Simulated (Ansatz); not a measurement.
`Cl[SiH2][SnH3]` + `FBS` → `F[SiH2][SnH3]` + `SBCl` at 700 K and 1 bar (redistribution).

Computed with Ansatz on PBE0-D4/def2-TZVP structures; ΔE is electronic, products minus reactants. CBS: MP2 limit from def2 TZ/QZ plus the TZ coupled-cluster correction, frozen cores. This one scheme is used for every species. def2 core potentials past Kr. For Sn outer-core shells are correlated without core-valence functions, which leaves a few kJ/mol of doubt a bond. Each species was taken in one conformer, which may not be the lowest.

```tsv
species	CCSD(T)/CBS energy (Eh)	H − E (kJ/mol)	S (J/(mol·K))
`Cl[SiH2][SnH3]`	-965.91563	171.1	453.1
`FBS`	-523.64132	106.5	326.5
`F[SiH2][SnH3]`	-605.93962	172.3	439.4
`SBCl`	-883.61129	104.6	340.2
```

H − E and S are ideal-gas, rigid-rotor, harmonic terms from PBE0-D4/def2-TZVP, for one conformer and one mirror image of each species. 1 Eh = 2625.50 kJ/mol, R = 8.31446 J/(mol·K).

Q: By hand: ΔE, ΔH, ΔS and ΔG.

A: ΔE = (-605.93962) + (-883.61129) − (-965.91563) − (-523.64132) = 0.00604 Eh = 15.9 kJ/mol. Δ(H − E) = 172.3 + 104.6 − 171.1 − 106.5 = -0.7, so ΔH = 15.2 kJ/mol. ΔS = 439.4 + 340.2 − 453.1 − 326.5 = 0.0 J/(mol·K). ΔG = 15.2 − 700 × (0.0)/1000 = 15.2 kJ/mol.

Q: By hand: the equilibrium constant, and the temperature at which ΔG would vanish if ΔH and ΔS stayed fixed.

A: log₁₀ K = −ΔG/(RT ln 10) = -1.1. With ΔH or ΔS at zero there is no such temperature.

The number of gas molecules stays the same, so ΔS is small and ΔH decides. A doubt of 5 kJ/mol in ΔE shifts log₁₀ K by 0.4 here. Other conformers and mirror images would add mixing entropy, several J/(mol·K) or more a flexible species. These are equilibria of isolated gas molecules and say nothing of rates. Largest T1 diagnostic: 0.014 (customary marks: 0.02 for closed shells, 0.045 for open ones).

ΔS is within the doubt of such terms, so its sign, and with it that verdict, could turn.
